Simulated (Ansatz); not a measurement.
## Ligand exchange: CH4S + Sn(SH)2 → H2S2 + Sn(CH3)(SH)

Species: CH4S (methanethiol) `CS`, singlet; Sn(SH)2, singlet; H2S2 `SS`, singlet; Sn(CH3)(SH), singlet. The partners trade CH3 for SH: S–CH3 and Sn–SH bonds give way to S–SH and Sn–CH3.

Shapes, held fixed at every level: PBE0-D4/def2-TZVP. Flexible molecules stand in one conformer, not always the lowest. Programs: Ansatz 0.2.0. The zero-point and thermal change to 298 K, harmonic and unscaled (PBE0-D4/def2-TZVP), is -3.9 kJ/mol.

```csv
level,kind,ΔH(298 K) (kJ/mol),less CCSD(T)/def2-TZVPP
HF/def2-SVP,Hartree–Fock,+124.0,+19.9
B3LYP-D4/def2-TZVPP,global hybrid,+107.5,+3.4
wB97X-V/def2-TZVPP,range-separated hybrid,+104.1,0.0
B2PLYP/def2-TZVPP,double hybrid,+107.8,+3.7
MP2/def2-SVP,perturbation theory,+124.7,+20.6
CCSD(T)/def2-SVP,coupled cluster or CI,+120.8,+16.7
CCSD/def2-TZVPP,coupled cluster or CI,+103.8,-0.3
CCSD(T)/def2-TZVPP,coupled cluster or CI,+104.1,0.0
```

The highest level, CCSD(T)/def2-TZVPP, gives ΔH(298 K) = +104.1 kJ/mol; the levels span +103.8 to +124.7. The column of differences is taken from that level and isn't an error. No measured value is set beside it here. For atoms past krypton def2 sets carry core potentials with scalar relativity. Correlated rows may include outer-core shells of Sn, which these sets cover unevenly.
